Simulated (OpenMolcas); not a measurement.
The numbers below are computed, except where a source is named.
Os4+: input and output

Os4+ among 6 point charges of -1 e arranged as a trigonal antiprism (D3d), 2.08 Å from the ion, with a polar angle of 62.4° against the regular 54.74°. With inversion symmetry the input lists one of each pair of outer charges.

Input:

```
&GATEWAY
Coord
1

Os 0.0 0.0 0.0
Basis=ANO-RCC-VTZP
Group=XYZ
NoMove
AngMom=0.0 0.0 0.0
AMFI
XField
3 Angstrom 0
0.000000 1.843280 0.963701 -1.000000
1.596327 -0.921640 0.963701 -1.000000
1.596327 0.921640 -0.963701 -1.000000
&SEWARD
&RASSCF
FileOrb=start.orb
Symmetry=1
Spin=5
nActEl=4 0 0
Inactive=15 19
Ras2=5 0
CIRoot=5 5 1
SDav=5
CIMx=300
Iter=120 100
PrWF=0.3
OrbListing=Nothing
MaxOrb=0
>>> COPY $Project.JobIph JOB001
&RASSCF
FileOrb=start.orb
Symmetry=1
Spin=3
nActEl=4 0 0
Inactive=15 19
Ras2=5 0
CIRoot=45 45 1
SDav=45
CIMx=300
Iter=120 100
PrWF=0.3
OrbListing=Nothing
MaxOrb=0
>>> COPY $Project.JobIph JOB002
&RASSCF
FileOrb=start.orb
Symmetry=1
Spin=1
nActEl=4 0 0
Inactive=15 19
Ras2=5 0
CIRoot=50 50 1
SDav=50
CIMx=300
Iter=120 100
PrWF=0.3
OrbListing=Nothing
MaxOrb=0
>>> COPY $Project.JobIph JOB003
&RASSI
NrOfJobIphs=3 5 45 50
1 2 3 4 5
1 2 3 4 5 6 7 8 9 10 11 12 13 14 15 16 17 18 19 20 21 22 23 24 25 26 27
28 29 30 31 32 33 34 35 36 37 38 39 40 41 42 43 44 45
1 2 3 4 5 6 7 8 9 10 11 12 13 14 15 16 17 18 19 20 21 22 23 24 25 26 27
28 29 30 31 32 33 34 35 36 37 38 39 40 41 42 43 44 45 46 47 48 49 50
IphNames
JOB001
JOB002
JOB003
EJob
SpinOrbit
DIPRint=1.0
SOCoupling=1000.0
Subsets=2
Property=9
'ANGMOM' 1 'ANGMOM' 2 'ANGMOM' 3 'MLTPL  1' 1 'MLTPL  1' 2 'MLTPL  1' 3
'AMFI' 1 'AMFI' 2 'AMFI' 3
SOProperty=3
'ANGMOM' 1 'ANGMOM' 2 'ANGMOM' 3
```

Launched by
```bash
OMP_NUM_THREADS=1 MOLCAS_MEM=1689 MOLCAS_PROJECT=a pymolcas a.inp > a.log  # once for each step of the input, in one work folder
```

A driver script runs the steps one by one and writes start.orb anew before each from the orbitals found so far.

Output, cut to the results:

```
--- SEWARD ---
Basis set label: OS.ANO-RCC...8S7P5D3F2G1H.

      Electronic valence basis set:
      ------------------
      Associated Effective Charge  76.000000 au
      Associated Actual Charge     76.000000 au
      Nuclear Model: Point charge

      Shell  nPrim  nBasis  Cartesian Spherical Contaminant
         s      24       8        X
         p      21       7        X
         d      15       5                 X
         f      11       3                 X
         g       4       2                 X
         h       2       1                 X
                  Relativistic Douglas-Kroll-Hess integrals:
                    - DKH order of Hamiltonian: 2
                    - DKH order of Properties : 0
                  Atomic mean-field integrals
--- RASSCF ---
Wave function specifications:
      -----------------------------

      Number of closed shell electrons          68
      Number of electrons in active shells       4
      Max number of holes in RAS1 space          0
      Max nr of electrons in RAS3 space          0
      Number of inactive orbitals               34
      Number of active orbitals                  5
      Number of secondary orbitals              65
      Spin quantum number                      2.0
      State symmetry                             1
Orbital specifications:
      -----------------------

      Symmetry species                           1   2
                                                ag  au
      Frozen orbitals                            0   0
      Inactive orbitals                         15  19
      Active orbitals                            5   0
      RAS1 orbitals                              0   0
      RAS2 orbitals                              5   0
      RAS3 orbitals                              0   0
      Secondary orbitals                        31  34
      Deleted orbitals                           0   0
      Number of basis functions                 51  53
      Number of CSFs                             5
      Number of root(s) required                 5
      Iter CI   SX   CI       RASSCF       Energy    max ROT     max BLB   max BLB  Level Ln srch  Step   QN
          iter iter root      energy       change     param      element    value   shift minimum  type update
 Nr of preliminary CI iterations:   1
      Total energies have been shifted. Add               -17000.00 au
        1   1   12    0  -240.09878040    0.00E+00   2.15E-01*  17  20 2  2.66E-01*  0.02   0.00    SX    NO
        2   1   11    0  -240.37660839   -2.78E-01* -2.23E-02   12  31 2 -1.98E-01*  0.12   0.00    SX    NO
        3   1   11    0  -240.38679162   -1.02E-02*  1.75E-02   13  32 2  1.71E-01*  0.08   0.00    SX    NO
        4   1   11    0  -240.39136891   -4.58E-03*  1.48E-02   10  36 2  1.49E-01*  0.12   0.00    SX    NO
        5   1   11    0  -240.39484232   -3.47E-03*  6.60E-03   13  32 2  1.32E-01*  0.08   0.53    LS   YES
        6   1    9    0  -240.40684147   -1.20E-02* -1.47E-03   13  32 2  6.89E-03*  0.10   1.05    QN   YES
        7   1    7    0  -240.40687298   -3.15E-05*  5.24E-04   18  23 1 -2.51E-04*  0.10   1.02    QN   YES
        8   1    6    0  -240.40687327   -2.90E-07*  2.15E-04   18  23 1 -7.68E-05   0.10   1.41    LS   YES
        9   1    5    0  -240.40687330   -2.68E-08* -1.57E-05   10  29 2 -6.94E-05   0.10   1.00    QN   YES
       10   1    4    0  -240.40687330   -3.35E-09  -1.63E-06   17  23 2 -6.63E-06   0.10   1.06    QN   YES
      Convergence after 10 iterations
       11   1    4    0  -240.40687330   -6.18E-11  -1.63E-06   15  23 1  7.20E-07   0.10   1.06    QN   YES
      Natural orbitals and occupation numbers for root  1
      sym 1:  -0.000000   1.000000   1.000000   1.000000   1.000000
      Natural orbitals and occupation numbers for root  2
      sym 1:   1.000000  -0.000000   1.000000   1.000000   1.000000
      Natural orbitals and occupation numbers for root  3
      sym 1:   1.000000   0.000000   1.000000   1.000000   1.000000
::    RASSCF root number  1 Total energy: -17240.42405616
::    RASSCF root number  2 Total energy: -17240.42405614
::    RASSCF root number  3 Total energy: -17240.39911750
::    RASSCF root number  4 Total energy: -17240.39911749
::    RASSCF root number  5 Total energy: -17240.38801920
--- RASSCF ---
Wave function specifications:
      -----------------------------

      Number of closed shell electrons          68
      Number of electrons in active shells       4
...
--- RASSI ---
SPIN-FREE ENERGIES:
  (Shifted by EMIN (a.u.) =     -17240.4240561620)

 SF State       Relative EMIN(au)   Rel lowest level(eV)    D:o, cm**(-1)      L_eff

     1             0.0000000000        0.0000000000              0.0000         2.0
     2             0.0000000188        0.0000005108              0.0041         2.0
     3             0.0249386616        0.6786155525           5473.4036         2.0
     4             0.0249386732        0.6786158678           5473.4061         2.0
     5             0.0360369627        0.9806157111           7909.1991         2.0
     6             0.0717660336        1.9528532586          15750.8238         4.3
     7             0.0752531693        2.0477430572          16516.1616         4.3
     8             0.0752531759        2.0477432351          16516.1630         4.3
     9             0.0871748696        2.3721490486          19132.6724         4.7
    10             0.0871748812        2.3721493622          19132.6749         4.7
    11             0.0882111447        2.4003475287          19360.1085         4.4
    12             0.0887160730        2.4140873282          19470.9274         4.2
    13             0.0887160801        2.4140875212          19470.9290         4.2
    14             0.0946643443        2.5759480364          20776.4221         4.3
    15             0.0946643505        2.5759482057          20776.4234         4.3
    16             0.0949633458        2.5840842820          20842.0453         2.9
    17             0.0993024803        2.7021581472          21794.3753         4.2
    18             0.1040349959        2.8309364553          22833.0424         3.6
    19             0.1068165177        2.9066255219          23443.5159         3.9
    20             0.1069832643        2.9111629258          23480.1125         3.7
    21             0.1069832690        2.9111630538          23480.1135         3.7
...
```

Spin-orbit levels above the lowest (labels of D3, the rotations of D3d):

| E (cm-1) | Degeneracy | Label | 2S+1 | g |
| --- | --- | --- | --- | --- |
| 0.0 | 1 | A1 | 5 (74 %) |  |
| 2245 | 1 | A2 | 5 (89 %) |  |
| 3986 | 2 | E | 5 (88 %) | 0.00 0.00 0.84 |
| 6395 | 2 | E | 5 | 0.00 0.00 2.34 |
| 7001 | 1 | A1 | 5 |  |
| 7778 | 2 | E | 5 | 0.00 0.00 4.44 |
| 8486 | 1 | A2 | 5 |  |
| 10779 | 1 | A1 | 5 (89 %) |  |
| 11454 | 2 | E | 5 (84 %) | 0.00 0.00 4.81 |
| 12455 | 2 | E | 5 (86 %) | 0.00 0.00 5.44 |
| 12642 | 1 | A2 | 5 (86 %) |  |
| 12950 | 2 | E | 5 (83 %) | 0.00 0.00 6.94 |
| 14137 | 1 | A1 | 5 (80 %) |  |
| 14191 | 1 | A2 | 5 (81 %) |  |
| 15758 | 2 | E | 5 (71 %) | 0.00 0.00 3.50 |
| 15804 | 1 | A1 | 5 (63 %) |  |
| 15949 | 2 | E | 5 (72 %) | 0.00 0.00 0.03 |
| 18539 | 1 | A1 | 3 (63 %) |  |
| 20306 | 2 | E | 3 (77 %) | 0.00 0.00 0.93 |
| 20745 | 2 | E | 3 (72 %) | 0.00 0.00 1.47 |

Spin-orbit coupling mixes the spin-free states strongly: the lowest level takes only 53 % from its leading state, 5E. An orbital doublet at a regular site is open to a Jahn-Teller distortion, which this geometry leaves out. Without dynamic correlation the repulsion within the d shell is too large (B by tens of per cent), so at a given field states of lower spin stand too high. Point charges give a weaker field than real ligands, and real ions of this kind are as a rule low spin; the high spin found here belongs to the model. Point charges carry no covalency, so the field is a model and not that of real ligands. No measured value stands beside these numbers.

The RASSCF and RASSI steps took 28 s on 1 thread of Arm Neoverse V1 (shared host); the integral step is not counted.

With an even number of electrons the g values are those of a degenerate or nearly degenerate non-Kramers pair.
